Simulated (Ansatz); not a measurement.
Cl2H2MoO2S, SMILES `[OH][Mo]([OH])(=[S])([Cl])[Cl]` at its PBE0-D4/def2-TZVP geometry, where that method's forces vanish. The species carries charge 0 and has multiplicity 1. Mo: def2 effective core potential.

```xyz
8

O     1.5077    0.9420    0.2642
Mo    0.0302    0.0477   -0.3990
O    -1.3382   -1.1821   -0.2054
S    -0.7837    1.4293   -1.7160
Cl   -0.6826    0.5080    1.8426
Cl    1.2868   -1.3613   -1.6441
H     1.6698    1.0617    1.2060
H    -1.6899   -1.4453    0.6517
```

Q: What forces (eV/Å) does PBE-D4/def2-TZVPP give on these atoms in Ansatz 0.2.0? (Best estimate.)

A: The calculation gave: 
```
O1   0.502  0.340 -0.239
Mo2  0.256 -0.406  0.299
O3  -0.404 -0.335 -0.386
S4  -0.380  0.645 -0.615
Cl5 -0.078  0.047  0.249
Cl6  0.195 -0.217 -0.196
H7   0.062  0.043  0.462
H8  -0.153 -0.117  0.426
```
